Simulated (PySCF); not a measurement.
Species: C3H10OSSi2.
InChI=1S/C3H10OSSi2/c1-3(5)4-7-2-6/h2,7H2,1,6H3

Computed, not measured: TDDFT B3LYP/def2-SVPD, vertical, gas phase, core orbitals frozen in the response in PySCF. Geometry: GFN2-xTB, one conformer, isolated molecule. Torsions of this conformer, `[CH3:1][C:2](=[S:3])[O:4][SiH2:5][CH2:6][SiH3:7]`: C1–C2–O4–Si5 177°, C2–O4–Si5–C6 179°, O4–Si5–C6–Si7 37°.

Computed singlets:

| state | E (eV) | f |
| --- | --- | --- |
| S1 | 3.31 | 0.0001 |
| S2 | 5.41 | 0.045 |
| S3 | 5.62 | 0.105 |
| S4 | 5.88 | 0.137 |
| S5 | 5.99 | 0.0014 |
| S6 | 6.33 | 0.020 |
| S7 | 6.41 | 0.0028 |
| S8 | 6.57 | 0.0082 |

Q: How much of the mean static polarisability do these states give, one by one?

A: Each state adds f / ΔE² (ΔE in hartree, 27.2114 eV).

```csv
state,f/ΔE² (au),running sum (au),running share of α (%)
S1,0.01,0.01,0.0
S2,1.14,1.14,1.0
S3,2.47,3.61,3.1
S4,2.94,6.55,5.7
S5,0.03,6.58,5.7
S6,0.37,6.95,6.0
S7,0.05,7.01,6.1
S8,0.14,7.15,6.2
```

The full response gives 115.29 au (17.08 Å³), so 108.1 au comes from the higher roots of the same equations.

Q: By how much does the contribution of these states grow at 532 nm?

A: With ω = 0.0856 hartree each state's term in the mean polarisability goes from f / ΔE² to f / (ΔE² − ω²); the sum over all 8 states goes from 7.15 to 8.57 au, a rise of 1.42 au.

The largest single term belongs to S4, which also has the largest f.

A one-level model with all 42 active electrons at a single energy would need ΔE = √(N/α) = 16.4 eV to give this α, against S1 at 3.31 eV.
